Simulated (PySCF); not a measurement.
Calculation: PBE-D3(BJ)/def2-TZVP // r2SCAN-D4/def2-TZVP in PySCF 2.14.0. Isolated molecules, 0 K electronic values unless said otherwise. One relaxed conformer stands for a flexible species; it need not be the lowest. Delta-SCF ions had no search for a lower state. Excitations are Tamm–Dancoff values on a coarser integration grid. The basis has no diffuse functions, so Rydberg states are missing or too high.

Reference species (SMILES): `C=C(N)C` (neutral, multiplicity 1).

| Quantity | Value |
|---|---|
| HOMO | -4.76 eV |
| T1 excitation (TDA) | 4.08 eV |
| vertical ionisation energy (Delta-SCF) | 8.05 eV |

Changed species: `C(=C/C)/N`.

**Question.** Predict the effect on the HOMO, T1 excitation (TDA) and vertical ionisation energy (Delta-SCF).

**Answer.** the HOMO increases by 0.16 eV, to -4.60 eV; the T1 excitation (TDA) decreases by 0.02 eV, to 4.06 eV; the vertical ionisation energy (Delta-SCF) decreases by 0.18 eV, to 7.87 eV.
